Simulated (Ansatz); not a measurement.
Series Al-XY, Y = H, computed as singlets and as triplets. Isolated molecules, 0 K electronic values unless said otherwise. One relaxed conformer stands for each flexible species; it need not be the lowest. Strings in code marks are SMILES.

Quantity: adiabatic spin-state energy, in kJ/mol. HF references are unrestricted for open shells and restricted for singlets. The restricted reference of `N#[C][AlH-]` is unstable towards unrestricted orbitals.

Case: `N#[C][AlH-]`: multiplicity 3 minus multiplicity 1. The other species in the difference include `N#[C][AlH-]` (charge -1, multiplicity 1). Geometry of `N#[C][AlH-]` (charge -1, multiplicity 3, Å):

```xyz
4

N      1.9964    -0.4385     0.7534
C      0.9196    -0.0348     0.5673
Al    -0.8603     0.7620     0.2642
H     -2.0556    -0.2886     0.0283
```

Q: Estimate the adiabatic spin-state energy that frozen-core CCSD(T)/aug-cc-pVQZ // B3LYP-D3(BJ)/def2-TZVPD (Ansatz, an electronic-structure program) returns for this input.

A: 80.4 kJ/mol.
